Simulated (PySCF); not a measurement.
**C₆ coefficients of unlike pairs at UHF**

Calculated with PySCF 2.14 from the dipole response of each species, C₆(A,B) = (3/π) ∫ α_A(iu) α_B(iu) du, in atomic units, from isotropic polarisabilities. For ions this is the dispersion term alone; charge-induced terms of lower order in 1/R come first.

```
species           configuration                                        basis      relativity  α (bohr³)  C₆ (like pair)
     S+       [Ne] 3s2 3p3 (4S)                     dyall-acv3z (19s12p6d4f)   spin-free X2C      10.87           53.41
     Al       [Ne] 3s2 3p1 (2P)                    aug-cc-pVTZ-DK (6s5p3d2f)   spin-free X2C      61.57           558.0
    Re+  [Xe] 4f14 5d5 6s1 (7S)  aug-cc-pVQZ-PP with ECP60MDF (7s7p6d4f3g2h)  core potential      37.73           322.4
```

Task: Estimate C₆ for Re+ with S+.

Result: The integral gives 127.1. The combination rule 2 C_A C_B / (C_A α_B/α_A + C_B α_A/α_B) gives 123.8 and the geometric mean 131.2.

No spin-orbit coupling is included.

The other pairs:

| pair | C₆ |
| --- | --- |
| Al, S+ | 150.9 |
| Re+, Al | 409.0 |
